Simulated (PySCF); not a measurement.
## Electronic absorption of C2H2F2O3S

Species: C2H2F2O3S.
Cartesian coordinates in Å at the GFN2-xTB level; atoms count from 1:
```xyz
10
C2H2F2O3S angstrom
O      2.6035   -0.0388    1.3020
S      1.8537    0.1209    0.1141
O      0.7878   -1.1586   -0.0013
C     -0.4973   -0.7909   -0.3818
C     -0.6537    0.7054   -0.0065
F     -1.6100    0.8801    0.9340
F     -1.1155    1.3981   -1.0892
O      0.5165    1.1909    0.4038
H     -0.6506   -0.9051   -1.4611
H     -1.2255   -1.3973    0.1635
```

Computed with PySCF, TDDFT PBE0/def2-SVPD, vertical, gas phase, core orbitals frozen in the response.

Problem. What does the calculation give for the low-lying excited states?

Solution. 

```json
{"state": "S1", "E (eV)": "5.84", "E (kJ/mol)": "564", "λ (nm)": "212.2", "f": "0.028", "|μ| (D)": "1.12", "main configurations (H = HOMO, L = LUMO)": "H→L (94%)"}
{"state": "S2", "E (eV)": "6.68", "E (kJ/mol)": "645", "λ (nm)": "185.5", "f": "0.0035", "|μ| (D)": "0.37", "main configurations (H = HOMO, L = LUMO)": "H-1→L (92%)"}
{"state": "S3", "E (eV)": "7.38", "E (kJ/mol)": "712", "λ (nm)": "168.1", "f": "0.013", "|μ| (D)": "0.68", "main configurations (H = HOMO, L = LUMO)": "H-2→L (72%), H→L+1 (22%)"}
{"state": "S4", "E (eV)": "7.53", "E (kJ/mol)": "726", "λ (nm)": "164.8", "f": "0.026", "|μ| (D)": "0.95", "main configurations (H = HOMO, L = LUMO)": "H→L+1 (57%), H-2→L (21%), H-4→L (10%)"}
{"state": "S5", "E (eV)": "7.96", "E (kJ/mol)": "768", "λ (nm)": "155.7", "f": "0.015", "|μ| (D)": "0.71", "main configurations (H = HOMO, L = LUMO)": "H-3→L (81%), H-4→L (8%)"}
{"state": "S6", "E (eV)": "8.11", "E (kJ/mol)": "782", "λ (nm)": "152.9", "f": "0.062", "|μ| (D)": "1.42", "main configurations (H = HOMO, L = LUMO)": "H→L+2 (75%), H→L+3 (17%)"}
```

Triplets, Tamm–Dancoff:

```csv
state,E (eV),λ (nm),"main configurations (H = HOMO, L = LUMO)"
T1,4.65,266.6,H→L (95%)
T2,6.25,198.4,"H-1→L (55%), H→L+1 (37%)"
```

The lowest singlet comes at 212 nm (564 kJ/mol) in the ultraviolet; it is weak; its leading configuration is HOMO→LUMO (94%). The strongest level in the table is S6 at 8.11 eV (153 nm, f = 0.062). It is the last of those listed, so stronger ones may follow. Löwdin shares by element: HOMO oxygen 59%, sulfur 29%; LUMO sulfur 48%, oxygen 44%. The listed states span 2.27 eV, and the widest gap between neighbours is 0.84 eV (S1 to S2). Of the 6 states listed, 5 reach f = 0.01 and none stays under 0.0005. Orbital energies (eV): HOMO-3 -10.98, HOMO-2 -10.74, HOMO-1 -9.98, HOMO -9.04, LUMO -1.66, LUMO+1 -0.11, LUMO+2 0.37. Singlets were solved by full linear response, triplets in the Tamm–Dancoff approximation.

One conformer stands for the species.
